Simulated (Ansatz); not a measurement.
Coupled-cluster diagnostics for SiHMe2(nBu) (C₆H₁₆Si), Ansatz.

Geometry of the singlet (PBE-D4/def2-SVP):

Cartesian coordinates in Å:
```
Si 0.673 0.828 1.380
H -0.454 1.729 1.841
C 1.344 -0.130 2.870
H 0.553 -0.753 3.336
H 1.734 0.558 3.648
H 2.172 -0.803 2.567
C 2.038 1.902 0.622
H 2.443 2.617 1.367
H 1.662 2.492 -0.239
H 2.879 1.274 0.262
C -0.018 -0.387 0.090
C -0.630 0.266 -1.159
C -1.149 -0.724 -2.216
C -2.310 -1.604 -1.746
H 0.807 -1.077 -0.204
H -0.769 -1.025 0.607
H -1.465 0.938 -0.854
H 0.124 0.929 -1.637
H -1.466 -0.150 -3.115
H -0.305 -1.368 -2.554
H -2.673 -2.266 -2.559
H -2.018 -2.259 -0.898
H -3.170 -0.988 -1.407
```

Correlated methods freeze 11 core orbitals.

(1) Estimate the CCSD(T) correlation energy, the shares of MP2 and (T), T1 and the reference's ⟨S²⟩ for: charge 0, singlet, own geometry in def2-SVP; and the rough time on 4 threads of Intel Xeon on a shared host.

## Answers

(1) 
```tsv
state	basis	correlation (eV)	MP2 share (%)	(T) share (%)	T1	⟨S²⟩ (pure)	wall time
charge 0, singlet, own geometry	def2-SVP	-30.262	87.8	2.9	0.008	0.00 (0.00)	2.1 min
```
Customary marks for T1 are 0.02 (closed shells), 0.045 (open shells) and about 0.05 (3d metals). T1 stays under 0.02 throughout.
